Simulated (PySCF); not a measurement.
silylarsine cation (AsH5Si), SMILES [SiH3][AsH2] (connectivity only; charge and spin as stated), charge +1, multiplicity 2.

Geometry: PBE-D3(BJ)/def2-TZVP. The multiplicity is an assumed one; other spin states were not compared.

Calculation: PBE-D3(BJ)/def2-TZVP (PySCF).

Frequencies are harmonic and unscaled.

| mode | ν (cm⁻¹) | IR (km/mol) | moving atoms (share of kinetic energy) |
|---|---|---|---|
| 1 | 89 | 1.4 | H 100 % |
| 2 | 294 | 12.7 | Si 63 %, As 28 %, H 9 % |
| 3 | 311 | 4.0 | H 95 % |
| 4 | 350 | 1.5 | H 99 % |
| 5 | 536 | 11.2 | H 91 % |
| 6 | 584 | 3.2 | H 91 % |
| 7 | 774 | 225.5 | H 93 % |
| 8 | 869 | 27.4 | H 97 % |
| 9 | 881 | 28.4 | H 97 % |
| 10 | 918 | 8.2 | H 98 % |
| 11 | 2173 | 5.2 | H 98 % |
| 12 | 2211 | 1.9 | H 99 % |
| 13 | 2233 | 3.2 | H 97 % |
| 14 | 2246 | 4.7 | H 98 % |
| 15 | 2259 | 0.6 | H 96 % |
